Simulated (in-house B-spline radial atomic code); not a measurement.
Values are calculated unless marked as measured or tabulated.
Weak and strong correlation along the adiabatic connection

Two-electron singlets in several external potentials (atomic units), by full CI in B-splines with partial waves to l = 8 (correlation energies up to 0.6 % small). The repulsion is scaled by λ at fixed density; W(λ) is the mean repulsion less the Hartree energy, W(0) = E_x, and the area under W from 0 to 1 is E_xc.

Relative drop (W(λ) − E_x)/E_x:

| system | λ = 0.12 | λ = 0.25 | λ = 0.4 | λ = 0.6 | λ = 0.8 | λ = 1 |
| --- | --- | --- | --- | --- | --- | --- |
| −V exp(−r²/w²), V = 4.32, w = 2.79 | 0.0163 | 0.0325 | 0.0496 | 0.0700 | 0.0881 | 0.1042 |
| −Z/r, Z = 1, wall at 12 bohr | 0.0336 | 0.0645 | 0.0945 | 0.1271 | 0.1535 | 0.1751 |
| −Z/r, Z = 8 | 0.0023 | 0.0048 | 0.0077 | 0.0114 | 0.0151 | 0.0186 |
| −V exp(−r²/w²), V = 4.64, w = 6.16 | 0.0231 | 0.0454 | 0.0680 | 0.0939 | 0.1158 | 0.1345 |
| ω²r²/2 − Z/r, ω = 0.0367, Z = -0.5 | 0.1276 | 0.1993 | 0.2446 | 0.2784 | 0.2989 | 0.3127 |
| empty sphere, radius 1.05 bohr | 0.0079 | 0.0161 | 0.0252 | 0.0366 | 0.0475 | 0.0577 |
| −Z/r, Z = 0.75, wall at 12 bohr | 0.0504 | 0.0939 | 0.1330 | 0.1719 | 0.2007 | 0.2229 |

(1) Order the systems by how far second-order (GL2) theory, half the initial slope (estimated from the first points of each curve), overshoots the correlation energy, least first.
A. −Z/r, Z = 1, wall at 12 bohr
B. −V exp(−r²/w²), V = 4.64, w = 6.16
C. −Z/r, Z = 0.75, wall at 12 bohr
D. −V exp(−r²/w²), V = 4.32, w = 2.79
E. −Z/r, Z = 8
F. ω²r²/2 − Z/r, ω = 0.0367, Z = -0.5
G. empty sphere, radius 1.05 bohr

(2) What else changes along this order?

## Answers

(1) E (GL2/E_c = 1.03), G (GL2/E_c = 1.10), D (GL2/E_c = 1.23), B (GL2/E_c = 1.33), A (GL2/E_c = 1.45), C (GL2/E_c = 1.67), F (GL2/E_c = 3.09).

(2) The ratio follows the bend of the curve. With it the leading natural occupation goes from 1.999 to 1.518 and −T_c/E_c from 0.97 to 0.33 between the first and the last.
